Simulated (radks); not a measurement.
Valence configurations of Tc II (all share [Kr]). Calculated with a radial shooting solver on a logarithmic mesh with Libxc functionals: scalar-relativistic Kohn-Sham, SCAN, spin-polarised, spherical densities, finite nucleus; open shells are filled with parallel spins first (spin-orbit coupling, left out, can overturn this in heavy ions); meta-GGA in the generalised Kohn-Sham scheme; Fermi nuclear charge, rms radius 4.4112 fm. Energies are relative to 4d5 5s1; eigenvalues in eV for spin up.

| valence | E (eV) | moment (Bohr magnetons) | e(4d) | e(5p) | e(5s) |
|---|---|---|---|---|---|
| 4d5 5s1 | 0.000 | 6 | -15.687 | - | -12.580 |
| 4d5.5 5s0.5 | 0.998 | 5 | -14.170 | - | -11.615 |
| 4d6 | 1.722 | 4 | -12.652 | - | - |
| 4d5.5 5p0.5 | 3.412 | 5 | -14.734 | -7.044 | - |
| 4d4.5 5s1 5p0.5 | 4.410 | 6 | -17.663 | -8.282 | -13.587 |
| 4d5 5p1 | 5.167 | 6 | -16.838 | -8.015 | - |
| 4d4 5s2 | 6.705 | 4 | -18.584 | - | -13.579 |
| 4d4 5s1 5p1 | 9.413 | 6 | -19.649 | -9.015 | -14.520 |
| 4d4 5p2 | 15.012 | 6 | -20.685 | -9.630 | - |
| 4d3 5s1 5p2 | 21.178 | 6 | -23.483 | -10.586 | -16.680 |

NIST lists [Kr] 4d5 5s1 as the ground configuration; this level of theory agrees among the configurations tried. The energies are those of spherical high-spin densities, not of single terms.
